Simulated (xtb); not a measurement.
Input for xtb: GFN2-xTB on FIZn (SMILES [F][Zn][I]), a point of a bond scan (R = 4.822 Å).

```
$ xtb mol.xyz --gfn 2 --sp --chrg 0 --uhf 0
3

Zn    -0.00000000    -0.00000000    -1.21691755
F     -0.00000000    -0.00000000    -2.97433346
I      0.00000000     0.00000000     3.60471105
```

Output:

```
[...]
           -------------------------------------------------
          |                Calculation Setup                |
           -------------------------------------------------



molecular fragmentation (1/2 indicates fragments):
112
# atoms in fragment 1/2:     2     1
 fragment masses (1/2) :       84.38      126.90
CMA distance (Bohr)    :   9.859
constraining FC (au)   :  0.0500

           -------------------------------------------------
          |                 G F N 2 - x T B                 |
           -------------------------------------------------

        Reference                      10.1021/acs.jctc.8b01176
      * Hamiltonian:
        H0-scaling (s, p, d)           1.850000    2.230000    2.230000
        zeta-weighting                 0.500000
      * Dispersion:
        s8                             2.700000
        a1                             0.520000
        a2                             5.000000
        s9                             5.000000
      * Repulsion:
        kExp                           1.500000    1.000000
        rExp                           1.000000
      * Coulomb:
        alpha                          2.000000
        third order                    shell-resolved
        anisotropic                    true
        a3                             3.000000
        a5                             4.000000
        cn-shift                       1.200000
        cn-exp                         4.000000
        max-rad                        5.000000


          ...................................................
          :                      SETUP                      :
          :.................................................:
          :  # basis functions                  18          :
          :  # atomic orbitals                  17          :
          :  # shells                            7          :
          :  # electrons                        16          :
          :  max. iterations                   250          :
          :  Hamiltonian                  GFN2-xTB          :
          :  restarted?                      false          :
          :  GBSA solvation                  false          :
          :  PC potential                    false          :
          :  electronic temp.          300.0000000     K    :
          :  accuracy                    1.0000000          :
          :  -> integral cutoff          0.2500000E+02      :
          :  -> integral neglect         0.1000000E-07      :
          :  -> SCF convergence          0.1000000E-05 Eh   :
          :  -> wf. convergence          0.1000000E-03 e    :
          :  Broyden damping             0.4000000          :
          :  net charge                          0          :
          :  unpaired electrons                  0          :
          ...................................................

 iter      E             dE          RMSdq      gap      omega  full diag
   1     -8.6246686 -0.862467E+01  0.236E+01    0.00       0.0  T
   2     -8.4474895  0.177179E+00  0.142E+01    3.89       1.0  T
   3     -8.6422847 -0.194795E+00  0.274E+01    0.08       1.0  T
   4     -8.8522447 -0.209960E+00  0.185E+01    0.20       1.0  T
   5     -8.3496576  0.502587E+00  0.174E+01    0.88       1.0  T
   6     -8.7858882 -0.436231E+00  0.168E+01    2.00       1.0  T
   7     -8.7501370  0.357513E-01  0.141E+01    2.24       1.0  T
   8      1.0567124  0.980685E+01  0.144E+02    3.18       1.0  T
   9      1.0565956 -0.116852E-03  0.144E+02    3.15       1.0  T
  10     -8.5992063 -0.965580E+01  0.258E+01    3.05       1.0  T
  11     -8.8272466 -0.228040E+00  0.248E+01    0.67       1.0  T
  12     -8.6817541  0.145492E+00  0.230E+01    0.04       1.0  T
  13     -8.6909096 -0.915551E-02  0.145E+01    0.01       1.0  T
  14     -9.0675730 -0.376663E+00  0.145E+01    0.12       1.0  T
  15     -8.6532676  0.414305E+00  0.172E+01    0.00       1.0  T
  16     -8.7074071 -0.541395E-01  0.917E+00    0.00       1.0  T
  17     -8.8017778 -0.943707E-01  0.744E+00    0.48       1.0  T
  18     -8.8158289 -0.140511E-01  0.786E+00    0.65       1.0  T
  19     -8.8141554  0.167350E-02  0.811E+00    0.85       1.0  T
  20     -8.8068403  0.731511E-02  0.838E+00    1.13       1.0  T
  21     -8.8166007 -0.976043E-02  0.824E+00    0.77       1.0  T
  22     -8.8468986 -0.302979E-01  0.812E+00    0.51       1.0  T
  23     -9.0155870 -0.168688E+00  0.894E+00    0.20       1.0  T
  24     -8.7406052  0.274982E+00  0.879E+00    0.00       1.0  T
  25     -9.0099993 -0.269394E+00  0.697E+00    0.19       1.0  T
  26     -9.0060998  0.389947E-02  0.699E+00    0.19       1.0  T
  27     -9.0714522 -0.653524E-01  0.717E+00    0.12       1.0  T
  28     -9.0240716  0.473806E-01  0.618E+00    0.06       1.0  T
  29     -9.0438128 -0.197412E-01  0.605E+00    0.14       1.0  T
  30     -8.9889695  0.548432E-01  0.593E+00    0.18       1.0  T
  31     -8.9314597  0.575098E-01  0.613E+00  
[...]
6651 -0.708041E-03  0.685E-01    0.09       1.0  T
  71     -9.0760670 -0.401945E-03  0.477E-01    0.08       1.0  T
  72     -9.0764103 -0.343242E-03  0.452E-01    0.09       1.0  T
  73     -9.0766196 -0.209320E-03  0.298E-01    0.08       1.0  T
  74     -9.0767630 -0.143421E-03  0.278E-01    0.09       1.0  T
  75     -9.0768551 -0.921035E-04  0.172E-01    0.08       1.0  T
  76     -9.0769062 -0.511051E-04  0.159E-01    0.09       1.0  T
  77     -9.0769404 -0.341483E-04  0.922E-02    0.08       1.0  T
  78     -9.0769558 -0.154160E-04  0.847E-02    0.09       1.0  T
  79     -9.0769665 -0.106971E-04  0.454E-02    0.08       1.3  T
  80     -9.0769705 -0.399658E-05  0.417E-02    0.09       1.4  T
  81     -9.0769734 -0.293174E-05  0.195E-02    0.08       3.0  T
  82     -9.0769743 -0.919923E-06  0.171E-02    0.09       3.4  T
  83     -9.0769750 -0.622514E-06  0.417E-03    0.08      13.8  T
  84     -9.0769750 -0.486985E-07  0.469E-03    0.09      12.3  T
  85     -9.0769750 -0.302439E-07  0.196E-03    0.09      29.5  T
  86     -9.0769750 -0.347724E-08  0.230E-04    0.09     251.3  T
  87     -9.0769750 -0.215255E-09  0.234E-04    0.08     246.2  T

   *** convergence criteria satisfied after 87 iterations ***

         #    Occupation            Energy/Eh            Energy/eV
      -------------------------------------------------------------
         1        2.0000           -0.8109573             -22.0673
         2        2.0000           -0.7517071             -20.4550
         3        2.0000           -0.5330293             -14.5045
         4        2.0000           -0.5053494             -13.7513
         5        2.0000           -0.5053494             -13.7513
         6        1.9998           -0.4359404             -11.8625
         7        1.7737           -0.4291200             -11.6769
         8        1.7737           -0.4291200             -11.6769 (HOMO)
         9        0.4528           -0.4259965             -11.5920 (LUMO)
        10                         -0.1530801              -4.1655
        11                         -0.1530801              -4.1655
        12                          0.0099448               0.2706
        13                          0.0116050               0.3158
       ...                                ...                  ...
        17                          0.1991064               5.4180
      -------------------------------------------------------------
                  HL-Gap            0.0031235 Eh            0.0850 eV
             Fermi-level           -0.4271639 Eh          -11.6237 eV

 SCC (total)                   0 d,  0 h,  0 min,  0.013 sec
 SCC setup                      ...        0 min,  0.000 sec (  0.603%)
 Dispersion                     ...        0 min,  0.000 sec (  0.178%)
 classical contributions        ...        0 min,  0.000 sec (  0.099%)
 integral evaluation            ...        0 min,  0.000 sec (  2.822%)
 iterations                     ...        0 min,  0.012 sec ( 92.310%)
 molecular gradient             ...        0 min,  0.000 sec (  3.405%)
 printout                       ...        0 min,  0.000 sec (  0.506%)

         :::::::::::::::::::::::::::::::::::::::::::::::::::::
         ::                     SUMMARY                     ::
         :::::::::::::::::::::::::::::::::::::::::::::::::::::
         :: total energy              -9.075140196732 Eh    ::
         :: gradient norm              0.010896124641 Eh/a0 ::
         :: HOMO-LUMO gap              0.084996100729 eV    ::
         ::.................................................::
         :: SCC energy                -9.076976467240 Eh    ::
         :: -> isotropic ES            0.057305351954 Eh    ::
         :: -> anisotropic ES          0.002316508119 Eh    ::
         :: -> anisotropic XC         -0.000011172749 Eh    ::
         :: -> dispersion             -0.001268700796 Eh    ::
         :: repulsion energy           0.001836270508 Eh    ::
         :: add. restraining           0.000000000000 Eh    ::
         :: total charge               0.000000000033 e     ::
         :::::::::::::::::::::::::::::::::::::::::::::::::::::

           -------------------------------------------------
          |                Property Printout                |
           -------------------------------------------------

    * Orbital Energies and Occupations

         #    Occupation            Energy/Eh            Energy/eV
Note: The following floating-point exceptions are signalling: IEEE_UNDERFLOW_FLAG IEEE_DENORMAL
normal termination of xtb
      -------------------------------------------------------------
         1        2.0000           -0.8109573             -22.0673
         2        2.0000           -0.7517071             -20.4550
         3        2.0000           -0.5330293             -14.5045
         4        2.0000           -0.5053494             -13.7513
         5        2.0000           -0.5053494             -13.7513
         6        1.9998           -0.4359404             -11.8625
         7        1.7737           -0.4291200             -11.6769
         8        1.7737           -0.4291200             -11.6769 (HOMO)
         9        0.4528           -0.4259965             -11.5920 (LUMO)
        10                         -0.1530801              -4.1655
        11                         -0.1530801              -4.1655
        12                          0.0099448               0.2706
        13                          0.0116050               0.3158
        14                          0.0116050               0.3158
        15                          0.0164333               0.4472
        16                          0.0164333               0.4472
        17                          0.1991064               5.4180
      -------------------------------------------------------------
                  HL-Gap            0.0031235 Eh            0.0850 eV
             Fermi-level           -0.4271639 Eh          -11.6237 eV

     #   Z          covCN         q      C6AA      α(0)
     1  30 Zn       0.673     0.352   330.023    43.733
     2   9 F        0.673    -0.267    11.975     4.085
     3  53 I        0.000    -0.085   359.765    32.812

 Mol. C6AA /au·bohr⁶  :       1587.715182
 Mol. C8AA /au·bohr⁸  :     123416.630051
 Mol. α(0) /au        :         80.629615


Wiberg/Mayer (AO) data.
largest (>0.10) Wiberg bond orders for each atom

 ---------------------------------------------------------------------------
     #   Z sym  total        # sym  WBO       # sym  WBO       # sym  WBO
 ---------------------------------------------------------------------------
     1  30 Zn   1.218 --     2 F    0.879     3 I    0.339
     2   9 F    0.879 --     1 Zn   0.879
     3  53 I    0.339 --     1 Zn   0.339
 ---------------------------------------------------------------------------

Topologies differ in total number of bonds
Writing topology from bond orders to xtbtopo.mol

molecular dipole:
                 x           y           z       tot (Debye)
 q only:        0.000       0.000       0.115
   full:       -0.000      -0.000       0.009       0.024
molecular quadrupole (traceless):
                xx          xy          yy          xz          yz          zz
 q only:        5.262       0.000       5.262       0.000       0.000     -10.523
  q+dip:        5.601       0.000       5.601       0.000      -0.000     -11.203
   full:        6.633      -0.000       6.633      -0.000       0.000     -13.267


           -------------------------------------------------
          | TOTAL ENERGY               -9.075140196732 Eh   |
          | GRADIENT NORM               0.010896124641 Eh/α |
          | HOMO-LUMO GAP               0.084996100729 eV   |
           -------------------------------------------------

------------------------------------------------------------------------
------------------------------------------------------------------------
 total:
 SCF:
```

The run finished.

Cost: about 0.04 core-seconds (a rough figure).
